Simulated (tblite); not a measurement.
All values are computed: GFN2-xTB (tblite) harmonic vibrations without scaling, gas phase. This tight-binding method is rough: wavenumbers can miss measured ones by several per cent, in bad cases by 10 to 20. Modes of hydrogen on phosphorus and silicon can be 10 to 20 % off. One conformer each. Open shells enter through the occupations alone, without spin polarisation, and single modes of such species can be off by tens of per cent. Thermal functions are those of the rigid rotor and harmonic oscillator, without mixing of conformers.

Task: Order these by their zero-point energy, highest first (kcal/mol).
A. `CSC1=CC=CC=C1`
B. `CP1CC[C@H](C1)CC`
C. `CC[Si@@H](O)[N]C` [radical]
D. `CC[PH+]1CCCCCC1`
E. `C=C[CH]C(Cl)(Cl)CO` [radical]

Result: D (151.7), B (128.1), C (79.5), A (78.8), E (66.2).

```tsv
SMILES	atoms	mass (u)	symmetry number	modes under 300 cm⁻¹	ZPE (kcal/mol)	S translation (cal/(mol K))	S rotation	S vibration	S spin	S	Cp
CC[PH+]1CCCCCC1	27	145.11	1	9	151.7	38.9	28.5	20.0	0.0	87.4	31.2
CC[C@@H]1CCP(C)C1	23	130.09	1	8	128.1	38.5	27.9	16.2	0.0	82.7	27.8
CC[Si@@H](O)[N]C	16	104.05	1	9	79.5	37.9	26.5	20.8	1.4	86.6	27.6
CSc1ccccc1	16	124.03	1	4	78.8	38.4	27.4	12.1	0.0	77.9	22.4
C=C[CH]C(Cl)(Cl)CO	15	152.99	1	7	66.2	39.0	28.5	17.7	1.4	86.7	28.3
```

Entropies and Cp are for 200 K and 1 bar.
